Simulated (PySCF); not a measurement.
Geometries of 3 isomers of C5H5F3, from PBE0-D3(BJ)/def2-SVP geometry optimisation, gas phase in PySCF. One conformer each, no zero-point energy, no frequencies.

Task: Which is lowest in electronic energy at this level?
A.
```xyz
13
angstrom
C      2.606    0.423    0.924
C      1.341    0.135    0.271
C      0.281   -0.100   -0.266
C     -0.992   -0.380   -0.908
C     -2.186   -0.155   -0.003
F     -3.317   -0.424   -0.664
F     -2.256    1.108    0.418
F     -2.149   -0.941    1.072
H      2.475    0.498    2.014
H      3.029    1.375    0.569
H      3.344   -0.370    0.727
H     -1.137    0.258   -1.795
H     -1.042   -1.425   -1.253
```
B.
```xyz
13
angstrom
C     -2.167    0.274    0.487
C     -1.315   -0.381   -0.598
C      0.114   -0.229   -0.375
C      1.298   -0.088   -0.167
C      2.729    0.082    0.087
F      3.012   -0.074    1.383
F      3.144    1.299   -0.271
F      3.455   -0.806   -0.594
H     -1.951   -0.159    1.475
H     -3.235    0.126    0.273
H     -1.974    1.355    0.542
H     -1.542   -1.459   -0.665
H     -1.560    0.045   -1.586
```
C.
```xyz
13
angstrom
F      1.305    1.721    0.841
C      1.282    0.383    0.809
F      2.509   -0.024    0.472
F      1.051   -0.048    2.056
C      0.246   -0.112   -0.126
C     -0.430    0.586   -1.257
C     -1.214    0.106   -0.082
C     -0.672   -1.281    0.014
H     -0.517    0.065   -2.221
H     -0.267    1.666   -1.328
H     -1.789    0.678    0.644
H     -0.782   -1.966   -0.838
H     -0.709   -1.757    0.998
```

Result: A. That is `CC#CCC(F)(F)F`, 3.6 kcal/mol below the next.

```tsv
SMILES	atoms numbered as above	E (Eh)	relative (kcal/mol)	relative (kJ/mol)	dipole (D)
CC#CCC(F)(F)F	[CH3:1][C:2]#[C:3][CH2:4][C:5]([F:6])([F:7])[F:8]	-492.14987	0.0	0.0	2.33
FC(F)(F)[C@]12C[C@H]1C2	[F:1][C:2]([F:3])([F:4])[C@:5]12[CH2:6][C@H:7]1[CH2:8]2	-492.14412	3.6	15.1	1.99
CCC#CC(F)(F)F	[CH3:1][CH2:2][C:3]#[C:4][C:5]([F:6])([F:7])[F:8]	-492.13609	8.6	36.2	3.47
```
